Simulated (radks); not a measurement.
The numbers below are computed, except where a source is named.
Q: The mean radii <r> (bohr) of the occupied orbitals of an atom or ion are listed with their occupations. Code: a radial shooting solver on a logarithmic mesh with Libxc functionals. Model: scalar-relativistic Kohn-Sham, r2SCAN, spin-polarised, spherical densities, finite nucleus; meta-GGA in the generalised Kohn-Sham scheme; Fermi nuclear charge, rms radius of each element as measured or else 0.836 A^(1/3) + 0.57 fm.

orbital  occ.      <r>
1s up       1  0.02001
1s down     1  0.02001
2s up       1  0.08391
2s down     1  0.08389
2p up       3  0.07440
2p down     3  0.07441
3s up       1   0.2038
3s down     1   0.2041
3p up       3   0.1995
3p down     1   0.1998

Name the element and its charge. Open shells, if any, are filled with parallel spins first.

A: Z = 69, thulium, charge +53: Tm53+ in [Ne] 3s2 3p4. The 1s radius gives Z: for a bare nucleus <r> = (2 gamma + 1)/(2Z) with gamma = sqrt(1 - (Z/c)^2), 0.01977 bohr for Z = 69, and screening makes it slightly larger (0.02001 here). The occupations add up to 16, and the charge is Z minus that.
